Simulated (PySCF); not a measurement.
**Correlation energy of Ar²⁺ (argon, charge +2)**

[Ne] 3s2 3p4, high-spin 3P determinant. Calculation: PySCF 2.14, in aug-cc-pV(T+d)Z with one added diffuse shell each of s, p, d, f type (7s6p5d3f, 71 functions); no relativity, point nucleus. Frozen: [Ne]; 6 electrons correlated.

MP2 pair energies summed by pair of shells (mhartree):

| pair | energy | share (%) |
| --- | --- | --- |
| 3p-3p | -62.31 | 47.1 |
| 3s-3p | -60.14 | 45.5 |
| 3s-3s | -9.78 | 7.4 |

Total MP2 correlation energy: -132.23 mhartree.

Same-spin part -30.15 and opposite-spin part -102.08 mhartree; SCS-MP2 scales them by 1/3 and 6/5 to -132.54 mhartree.
